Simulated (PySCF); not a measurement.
**Diatomics of H with the alkali metals**

PBE0 with double-zeta basis sets in PySCF, for the lowest determinant that a PBE0 search found; no spin–orbit coupling. De refers to high-spin ground-configuration atoms. A positive dipole means M(−)H(+).

```
 M        basis  state (unpaired electrons)  Re (Å)  ωe (cm⁻¹)  De (eV)  μ (D)
Li  aug-cc-pVDZ      singlet (closed shell)   1.611       1377     2.23  -5.79
Na     def2-SVP      singlet (closed shell)   1.893       1155     1.75  -6.25
 K     def2-SVP      singlet (closed shell)   2.275        978     1.60  -7.86
Rb     def2-SVP      singlet (closed shell)   2.418        931     1.55  -8.17
Cs     def2-SVP      singlet (closed shell)   2.577        872     1.58  -8.17
```

Problem. By what factor does the well depth vary along the series?

Solution. At PBE0 it runs from 1.55 eV (RbH) to 2.23 eV (LiH), a factor of 1.44.

The rows differ in basis set, which adds steps of its own.

Down a group the atoms grow and get heavier, so bonds lengthen and wavenumbers fall; this series shows no clear exception.

Spin–orbit coupling is left out.
